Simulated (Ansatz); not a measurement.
Complex (SMILES): F (HF) with [H][H] (H2), atoms 1 to 2 the first; geometry from B3LYP-D3(BJ)/def2-TZVP, monomers rigid:
```xyz
4

F     -0.0503     0.0090    -0.4113
H     -0.1533    -0.6305     0.2513
H     -0.6250    -2.1461     1.4219
H     -0.1185    -1.7955     1.8432
```

Interaction energy at CCSD(T) with Ansatz (a quantum-chemistry and plane-wave program), kcal/mol, without and with the counterpoise correction (monomers among the partner's ghost functions). All functions are spherical. Cores are frozen. No added dispersion term, no relativity. Reference, counterpoise-corrected: Hartree-Fock in aug-cc-pVQZ plus the correlation part extrapolated as X^-3 from aug-cc-pVTZ and aug-cc-pVQZ, -1.08.

| basis | functions | uncorrected |
|---|---|---|
| STO-3G | 8 | 2.46 |
| 6-311G** | 36 | -0.63 |
| 6-311+G** | 40 | -0.73 |
| def2-SVPD | 47 | -1.53 |
| def2-TZVPPD | 91 | -1.04 |
| aug-cc-pVTZ | 115 | -1.18 |
| aug-pcseg-2 | 115 | -1.16 |
| def2-QZVPP | 147 | -1.05 |

Problem. How large is the counterpoise correction in each set?

Solution. STO-3G 0.25, 6-311G** 0.59, 6-311+G** 0.34, def2-SVPD 0.80, def2-TZVPPD 0.15, aug-cc-pVTZ 0.19, aug-pcseg-2 0.27, def2-QZVPP 0.09 kcal/mol. The corrected value lies nearer the reference in 2 of 8 rows.
